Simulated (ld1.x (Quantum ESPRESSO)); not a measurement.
Which change was made? (Rb, TM)

Rb (Z = 37), norm-conserving Troullier–Martins (Kleinman–Bylander form), made with ld1.x (Quantum ESPRESSO) 7.5 (PBE, non-relativistic). Core [Ar] 3d10, reference 4s2 4p6 5s1 5p0. Waves: 4s (bound): rc 1.85 bohr; 4p (bound): rc 2.25 bohr; 4d channel at -0.15 Ry: rc 2.05 bohr. Local part: the d channel. Core correction: none.

Occupied shells without a wave of their own: 5s. They enter only through the test configuration that unscreens the potential.

Cutoffs, loose and tight: the cutoffs (Ry, on a coarse ladder) from which the occupation-weighted sum of valence levels, in a spherical-Bessel basis at the reference potential, stays within 10 and 1 mRy of its value at 400 Ry. They do not see the model core or the augmentation charge, which bear on the density cutoff. Test errors are all-electron minus pseudo excitation energies from the reference, over the configurations 4s2 4p6 5s0 5p0; 4s2 4p6 5s0.5 5p0; 4s2 4p6 5s0 5p1; 4s1 4p6 5s1 5p0; 4s2 4p5 5s1 5p0; variants that change the core or the reference have their own tests.

The base gives: outcome: generated; cutoff, loose: 35 Ry; cutoff, tight: 50 Ry; bound ghosts: none; largest test error (meV): +9.9.

Question: After one change the result is: outcome: generated; cutoff, loose: 15 Ry; cutoff, tight: 30 Ry; bound ghosts: none; largest test error (meV): -232. Which change was it?
A. wave 4s (bound): rc 1.85 bohr becomes 4s (bound): rc 2.20 bohr
B. wave 4s (bound): rc 1.85 bohr becomes 4s (bound): rc 2.78 bohr
C. wave 4s (bound): rc 1.85 bohr becomes 4s (bound): rc 2.44 bohr

Answer: B. The others give: wave 4s (bound): rc 1.85 bohr becomes 4s (bound): rc 2.20 bohr → outcome: generated; cutoff, loose: 18 Ry; cutoff, tight: 35 Ry; bound ghosts: none; largest test error (meV): -55 | wave 4s (bound): rc 1.85 bohr becomes 4s (bound): rc 2.44 bohr → outcome: generated; cutoff, loose: 15 Ry; cutoff, tight: 30 Ry; bound ghosts: none; largest test error (meV): -122.
